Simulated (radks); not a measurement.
Values are calculated unless marked as measured or tabulated.
Ta+, 72 electrons, occupied as [Xe] 4f14 5d3 6s1. Code: a radial shooting solver on a logarithmic mesh with Libxc functionals. Model: Dirac Kohn-Sham, LDA (Slater exchange, Perdew-Wang correlation), spin-unpolarised, spherical densities, finite nucleus; open shells are shared between the two j in proportion to 2j + 1; Fermi nuclear charge, rms radius 5.3507 fm.

Radial electron density D(r) = 4 pi r^2 rho(r):

```
   r/bohr * D(r) (the largest magnitude, 133, reaches the edge; | marks zero)
 0.003652 |                  *
 0.004251 |                     *
 0.004949 |                         *
 0.005761 |                             *
 0.006707 |                                *
 0.007808 |                                    *
  0.00909 |                                       *
  0.01058 |                                         *
  0.01232 |                                          *
  0.01434 |                                         *
   0.0167 |                                        *
  0.01944 |                                      *
  0.02263 |                                     *
  0.02634 |                                     *
  0.03067 |                                       *
   0.0357 |                                          *
  0.04156 |                                               *
  0.04838 |                                                    *
  0.05633 |                                                      *
  0.06557 |                                                     *
  0.07634 |                                                *
  0.08816 |                                            *
   0.1026 |                                          *
   0.1195 |                                           *
   0.1391 |                                               *
   0.1619 |                                                 *
   0.1885 |                                              *
   0.2195 |                                     *
   0.2555 |                            *
   0.2974 |                        *
   0.3463 |                          *
   0.4031 |                             *
   0.4693 |                            *
   0.5463 |                       *
    0.636 |                 *
   0.7404 |           *
   0.8619 |        *
    1.003 |      *
    1.168 |     *
     1.36 |   *
    1.583 |  *
    1.843 | *
    2.146 |*
    2.498 |*
    2.908 *
    3.385 *
    3.941 *
    4.588 *
    5.341 *
    6.218 *
    7.239 *
    8.427 *
```

D(r) has 4 maxima, at r = 0.0128, 0.0572, 0.159, 0.426 bohr, and minima at 0.0249, 0.103, 0.302 bohr, inside which lie 2.02, 11.09, 29.89 electrons.
